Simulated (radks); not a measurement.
Results of a calculation; reference values are marked as such.
Effect of the nuclear size on the bismuth ion Bi+, [Hg] 6p2. Level of theory: Dirac Kohn-Sham, PBE, spin-unpolarised, spherical densities, finite nucleus; open shells fill j = l - 1/2 first; Fermi nuclear charge, rms radius 5.5211 fm (a radial shooting solver on a logarithmic mesh with Libxc functionals). The rms radius is varied about that value; shifts are against it.

\begin{tabular}{lrrrrrrrrr}
rms radius (fm) & total energy shift (eV) & density at nucleus (e/bohr^3) & 1s1/2 shift (meV) & 2s1/2 shift (meV) & 4p1/2 shift (meV) & 5s1/2 shift (meV) & 5p1/2 shift (meV) & 6s1/2 shift (meV) & 6p1/2 shift (meV) \\ \hline
4.9027 & -30.6 & 3.131e+06 & -12200 & -1870 & -2.66 & -23.0 & 0.423 & -2.66 & 0.371 \\
5.1567 & -18.3 & 3.061e+06 & -7270 & -1120 & -1.59 & -13.7 & 0.252 & -1.59 & 0.221 \\
5.5211 & 0 & 2.969e+06 & 0.000 & 0.000 & 0.000 & 0.000 & 0.000 & 0.000 & 0.000 \\
5.9241 & 21.0 & 2.877e+06 & 8360 & 1280 & 1.84 & 15.8 & -0.288 & 1.83 & -0.254 \\
6.7026 & 64.0 & 2.722e+06 & 25400 & 3900 & 5.62 & 48.0 & -0.867 & 5.55 & -0.773 \\
\end{tabular}

Slopes of the eigenvalues against <r^2> in GHz/fm^2, as finite differences over the two radii next to the reference (eigenvalue slopes, not the field-shift constants of lines): 1s1/2 444000, 2s1/2 68200, 4p1/2 97.5, 5s1/2 839, 5p1/2 -15.3, 6s1/2 97.1, 6p1/2 -13.5.
